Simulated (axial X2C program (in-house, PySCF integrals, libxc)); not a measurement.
Testing model relations on InAu⁺

A bond curve at the PBE0 level, non-relativistic, was computed with an in-house relativistic program for diatomic molecules (basis Au dyall-v2z [10s9p7d4f], In dyall-v2z [8s8p6d] (cores contracted in-house)) for the state M_S = 1/2, Λ = 0 (beyond evenly filled blocks: σα). Its fit gives Re = 2.9911 Å, ωe = 83.7 cm⁻¹, ωexe = 0.377 cm⁻¹ and αe = 1.555e-04 cm⁻¹; the masses are 196.9666 and 114.9039 u. The Hamiltonian is X2C with the speed of light multiplied by 100, the non-relativistic limit, so these are model numbers and not those of the real molecule.

Task: Find the reduced mass, Be and the force constant.

Result: From the PBE0 values: μ = 72.5693 u. Be = 16.8576/(μ Re²) = 0.02596 cm⁻¹. k = 5.8918×10⁻⁷ μ ωe² = 0.3 mdyn/Å.

Task: Estimate De from a Morse curve and compare with the computed well depth of 1.014 eV to Au + In+.

Result: De(Morse) = ωe²/(4ωexe) = 0.576 eV against 1.014 eV computed, a ratio of 0.57. The extrapolation falls short: long-range attraction (ionic or ion–induced dipole) or a change of character along the curve can cause this.

Task: Where do the fundamental and the first overtone lie?

Result: ν(1←0) = ωe − 2ωexe = 82.9 cm⁻¹; ν(2←0) = 2ωe − 6ωexe = 165.1 cm⁻¹.

Task: A Morse curve ties αe to the other constants (Pekeris). How well does that hold?

Result: αe(Morse) = 6Be²/ωe × (√(ωexe/Be) − 1) = 1.358e-04 cm⁻¹; the PBE0 curve gives 1.555e-04 cm⁻¹, a ratio of 0.87.

Task: Estimate the centrifugal constant by the Kratzer relation.

Result: D = 4Be³/ωe² = 9.99e-09 cm⁻¹.

Occupations by symmetry block were frozen at the best pattern of an incomplete PBE0 search. Dissociation energies refer to the lowest single-determinant-based atoms at the same level and basis.
